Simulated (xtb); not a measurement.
Input file for xtb: GFN1-xTB on NO+, 2S+1 = 1, a spin state set in the input, which need not be the lowest, a point of a bond scan (R = 1.085 Å). Charge +1.

```
$ xtb mol.xyz --gfn 1 --sp --chrg 1 --uhf 0
2

N      0.00000000     0.00000000     0.00000000
O      0.00000000     0.00000000     1.08527500
```

Give the final energy of this run.

-7.1566 hartree.
